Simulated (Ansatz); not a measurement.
Species: CH9N3OSi, charge 0, multiplicity 1. 
Structure (B3LYP-D3(BJ)/def2-TZVP (Ansatz, a first-principles code) minimum search):
SMILES: CO[Si](N)(N)N
```xyz
15

Si    -0.3915     0.0684     0.0080
O      0.9988    -0.4319     0.7395
C      2.2613    -0.4393     0.1035
N     -1.4803     0.0585     1.3282
N     -0.4591     1.6374    -0.6649
N     -0.6000    -0.9559    -1.3588
H      2.9867    -0.8815     0.7875
H      2.2440    -1.0255    -0.8204
H      2.5876     0.5774    -0.1392
H     -1.2853    -0.5166     2.1312
H     -2.4673     0.2041     1.1973
H     -0.5552     2.4468    -0.0748
H     -0.0430     1.8553    -1.5547
H     -1.3182    -0.7568    -2.0368
H     -0.4500    -1.9487    -1.2705
```

Parts of the frozen-core correlation energy in cc-pV(D+d)Z (Ansatz, hartree). Frozen orbitals: 10; correlated occupied orbitals by spin: 19 and 19; virtual: 109 and 109. No spin-orbit coupling. No relativistic terms.

| term | value |
|---|---|
| reference (HF) | -570.41335 |
| MP2 opposite-spin | ? |
| MP2 same-spin | -0.23334 |
| CCSD correlation | ? |
| (T) | ? |
| T1 diagnostic | 0.010 |
| largest doubles amplitude | 0.016 |

### Question
Complete the blanks.

### Answer

- MP2 opposite-spin, value: -0.70149
- CCSD correlation, value: -0.99045
- (T), value: -0.02458
